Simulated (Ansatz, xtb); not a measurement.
**CH4Se2: where a starting geometry ends**

The starting geometry of this gas-phase singlet was built from a drawn formula by distance geometry and a force field; its bonds are those of `C1[SeH]=[SeH]1`.

```xyz
7

C     0.3953   -1.8756    0.7728
Se    0.4113   -0.0070    1.3200
Se    1.4242   -0.8557   -0.4564
H    -0.5560   -2.1878    0.3973
H     0.9583   -2.5433    1.4629
H    -0.8181    0.2657    0.5222
H     2.7032   -1.0768    0.3215
```

**Question.** Where would you expect an optimisation with r2SCAN-D4/def2-SVP to take it?

**Answer.** A bond breaks, leaving `[SeH]C[SeH]`. Contacts that open: Se2–Se3 (2.21 → 3.35 Å).

The energy falls by 5.67 eV over 8 steps:

| step | E − E(last) (eV) |
| --- | --- |
| 1 | 5.674 |
| 2 | 2.225 |
| 3 | 0.746 |
| 4 | 0.166 |
| 5 | 0.011 |
| 6 | 0.005 |
| 7 | 0.000 |
| 8 | 0.000 |

Final geometry (Å):

| atom | x (Å) | y (Å) | z (Å) |
| --- | --- | --- | --- |
| C | 0.4370 | -1.7395 | 0.7612 |
| Se | -0.1083 | -0.1595 | 1.7815 |
| Se | 1.6783 | -1.4678 | -0.7289 |
| H | -0.4423 | -2.2284 | 0.3196 |
| H | 0.8755 | -2.4238 | 1.5005 |
| H | -0.6345 | 0.5608 | 0.6112 |
| H | 2.7125 | -0.8222 | 0.0953 |

From the same start GFN2-xTB reaches the same bonding as this run.

The end wasn't checked by frequencies. Run with Ansatz 0.2.0, 17 s on 2 threads of Arm Neoverse V1, with other jobs on the host.
